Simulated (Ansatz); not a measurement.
Reaction (ligand exchange at the Si–N bond): `O=C=N[SiH2]F` + `N[SiH](F)F` → `F[SiH2]N[SiH](F)F` + `N=C=O`

Isolated molecules relaxed with PBE0-D4/def2-TZVP in Ansatz; ΔE leaves out vibrations. CCSD(T)/CBS is the MP2 limit (def2-TZVPP, def2-QZVPP) plus CCSD(T) − MP2 in def2-TZVPP, frozen cores. This one scheme is used for every species. Functionals use def2-TZVPP. B3LYP here is the variant with VWN-RPA as its local correlation; programs differ in this. One conformer a species, not always the lowest.

```tsv
level	ΔE (kJ/mol)
LDA (SPW92)	22.6
r2SCAN-D4	25.9
PBE0-D4	25.9
PBE0	28.3
B3LYP	31.9
RPA@PBE/def2-TZVPP	21.1
HF/def2-TZVPP	41.1
MP2/def2-TZVPP	27.7
```

Problem. What does CCSD(T)/CBS give? (An estimate is asked.)

Solution. Ansatz gave: +25.4 kJ/mol. The listed levels differ from it by -2.8, 0.5, 0.5, 2.9, 6.5, -4.3, 15.7, 2.3 kJ/mol.

Largest T1 diagnostic among the species: 0.018.

The D4 term adds −4.1 kJ/mol with B3LYP and −2.3 kJ/mol with PBE0; it sums over pairs of atoms, weighted by their polarisabilities, and B3LYP, whose exchange is more repulsive, gets the larger term. From PBE to PBE0 (25 % exact exchange), in def2-TZVPP and without D4, ΔE moves by +3.6 kJ/mol.
